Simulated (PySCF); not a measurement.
**Ionisation energy of Kr¹⁷⁺ by level of theory**

Kr¹⁷⁺ [Ar] 3d1 (2D) → Kr¹⁸⁺ [Ar] (1S), as a difference of total energies. Calculation: PySCF 2.14, in an even-tempered Gaussian basis (19 s from 1.4 bohr⁻², ratio 2.5; 12 p from 1.8 bohr⁻², ratio 2.5; 8 d from 1.8 bohr⁻², ratio 2.5; 4 f from 6.2 bohr⁻², ratio 2.7; 4 g from 9.3 bohr⁻², ratio 2.7); scalar relativity by spin-free X2C-1e. Correlated levels: outer shells: [Ne] frozen; virtual orbitals above 40 to 60 times the deepest correlated orbital energy dropped. The calculations carry no spin-orbit coupling.

| method | ionisation energy (eV) |
| --- | --- |
| UHF | 638.97 |
| LDA | 640.38 |
| PBE | 640.59 |
| PBE0 | 640.54 |
| r2SCAN | 640.85 |
| MP2 (outer shells) | 639.21 |
| SCS-MP2 (outer shells) | 639.17 |

How much does correlation contribute at MP2 (outer shells)?

639.21 − (638.97) = 0.24 eV, measured against UHF.

A first-order spin-orbit estimate (lowest level to lowest level, LS coupling) adds 1.153 eV.

Breit and QED terms and the two-electron picture change are absent.

For comparison: 640 ± 3 eV (theoretical estimate listed by NIST; NIST Atomic Spectra Database, ionization energies).
